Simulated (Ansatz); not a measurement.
Computed with Ansatz on PBE0-D4/def2-TZVP structures; ΔE is electronic, products minus reactants. CCSD(T)/CBS adds triple-zeta CCSD(T) − MP2 to the extrapolated MP2 energy (def2 sets, frozen cores). This one scheme is used for every species. Functionals use def2-TZVPP. B3LYP here is the variant with VWN-RPA as its local correlation; programs differ in this. One conformer a species, not always the lowest.

`C#C[SiH](O)[AlH][CH3]` + `N=C=O` → `[CH3][AlH][N]=C=O` + `C#C[SiH2]O`  (cleavage of the Al–Si bond)

```csv
level,ΔE (kJ/mol)
B3LYP-D4,-160.7
B2PLYP,-169.2
```

Q: What does CCSD(T)/CBS give? (An estimate is asked.)

A: Ansatz gave: -162.5 kJ/mol. The listed levels differ from it by 1.8, -6.7 kJ/mol.

Largest T1 diagnostic among the species: 0.018.

In def2-TZVPP, CCSD(T) changes the Hartree–Fock value by +27.3 kJ/mol (the triples alone add +4.2 kJ/mol) and MP2 by +17.5 kJ/mol. The D4 term adds +4.7 kJ/mol with B3LYP and +3.0 kJ/mol with PBE0; it sums over pairs of atoms, weighted by their polarisabilities, and B3LYP, whose exchange is more repulsive, gets the larger term.
